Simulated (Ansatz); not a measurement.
Reactions of `CC#CNC`.

Calculated with Ansatz (gas phase, PBE0-D4/def2-TZVP geometries, no zero-point term in ΔE). CCSD(T)/CBS is the MP2 limit (def2-TZVPP, def2-QZVPP) plus CCSD(T) − MP2 in def2-TZVPP, frozen cores. This one scheme is used for every species. Functionals use def2-TZVPP. For Ga, Ge, Se outer-core shells are correlated without core-valence functions, which leaves a few kJ/mol of doubt a bond. Scalar relativity is left out up to krypton. Each species was taken in one conformer, which may not be the lowest.

```json
{"reaction": "`CC#CNC` + `BC(=C)S` → `BC(=C)SC` + `C#CNC`", "ωB97M-V (kJ/mol)": "23", "PBE0-D4 (kJ/mol)": "26", "HF/CBS(def2) (kJ/mol)": "32"}
{"reaction": "`CC#CNC` + `[OH][GaH][SeH]` → `C[O][GaH][SeH]` + `C#CNC`", "ωB97M-V (kJ/mol)": "74", "PBE0-D4 (kJ/mol)": "79", "HF/CBS(def2) (kJ/mol)": "69"}
{"reaction": "`CC#CNC` + `[SH][GeH3]` → `CC#C[S][GeH3]` + CH₃NH₂", "ωB97M-V (kJ/mol)": "-12", "PBE0-D4 (kJ/mol)": "-13", "HF/CBS(def2) (kJ/mol)": "-3"}
{"reaction": "`CC#CNC` + `C=N` → `C=NC#CC` + CH₃NH₂", "ωB97M-V (kJ/mol)": "-2", "PBE0-D4 (kJ/mol)": "-10", "HF/CBS(def2) (kJ/mol)": "2"}
```

Problem. Give the CCSD(T)/CBS values in the same order. (Best estimate.)

Solution. The calculation gave: 21, 75, -19, -6 kJ/mol.

Largest T1 diagnostic: 0.013, for `C=NC#CC`.
